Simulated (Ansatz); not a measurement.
## Worked example: C4H10BCl + MgH(OH) → C4H11BO + MgHCl

Gas-phase species: C4H10BCl (chlorodiethylborane) `CCB(Cl)CC`, singlet; MgH(OH), singlet; C4H11BO `CCB(O)CC`, singlet; MgHCl `[MgH][Cl]`, singlet. The partners trade Cl for OH: B–Cl and Mg–OH bonds give way to B–OH and Mg–Cl.

Shapes, held fixed at every level: PBE0-D4/def2-TZVP. Flexible molecules stand in one conformer, not always the lowest. Programs: Ansatz 0.2.0. Electronic energies: no zero-point or thermal term.

At MP2/def2-TZVPP; 1 Eh = 2625.50 kJ/mol:

| species | energy (Eh) |
| --- | --- |
| C4H10BCl | -642.610074 |
| MgH(OH) | -276.150705 |
| C4H11BO | -258.640886 |
| MgHCl | -660.160446 |

Work out ΔE of the reaction at this level.


1. Products less reactants: (-258.640886) + (-660.160446) − [(-642.610074) + (-276.150705)] = -0.040553 Eh = -106.5 kJ/mol.

Other levels give -136.2 (HF/def2-SVP) to -109.3 kJ/mol (SPW92/def2-TZVPP). No measured value is set beside it here. Outer-core shells of Mg are correlated, in sets that cover them unevenly. Sets without diffuse functions underbind ionic bonds of s-block metals. The median of the other correlated levels is -115.1 kJ/mol.
